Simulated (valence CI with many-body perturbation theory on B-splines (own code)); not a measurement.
**Questions on Sn⁴⁵⁺**

Level of theory: configuration interaction combined with many-body perturbation theory (CI+MBPT): three valence electrons over a frozen Dirac-Fock core [He], radial functions for each j: 11 s, 11 p, 9 d, 7 f, 5 g, 2 h, 1 i, with the one-electron correlation potential Σ1 (screened to all orders), the two-electron term Σ2, the three-electron term Σ3, Breit, model QED; selected single and double excitations, second order for the rest (own B-spline code, finite nucleus).

The last digits are not significant, and no measured levels were compared; by estimate large intervals hold to a few tenths of a per cent, small ones and those within an open d or f shell to about a per cent.

Levels are named by their leading jj configuration (3d3/2^4 stands for four electrons in 3d with j = 3/2), which in mixed levels can hold well under half, so a name can repeat and another be missing.

Rates and lifetimes use the calculated energies. Strong lines usually hold to 10 to 20 %, long lifetimes can be off by a factor of two.

(1) What is the ground level?

(2) Among levels below 5088.2 eV, which E1 lines absorb most strongly from the ground level?

(3) What are the static dipole polarisabilities of the lowest levels?

(4) How well does LS coupling describe the low levels?

(5) What is the ionisation energy?

## Answers

(1) (2s^2 2p1/2) J=1/2, composition 100 % 2s2.2p 2P°, g = 0.645.

(2) to (2s 2p1/2 3p1/2) J=3/2 at 0.2742 nm, f = 0.535; to (2s^2 3d3/2) J=3/2 at 0.2735 nm, f = 0.254; to (2s 2p1/2 3p3/2) J=3/2 at 0.2688 nm, f = 0.196.

(3) (2s^2 2p1/2) J=1/2 0.000958 bohr³, of which the core gives 1.28e-06.

(4) Among the lowest 20 levels the leading LS term, summed over configurations, holds 76 % on average. For single configurations the figures are 74 % in LS and 95 % in jj coupling. Terms mix most in the J = 3/2 level at 590.1 eV, where the leading one holds 45 %.

(5) 7785.7 eV; NIST lists 7790 ± 4 eV (theoretical).
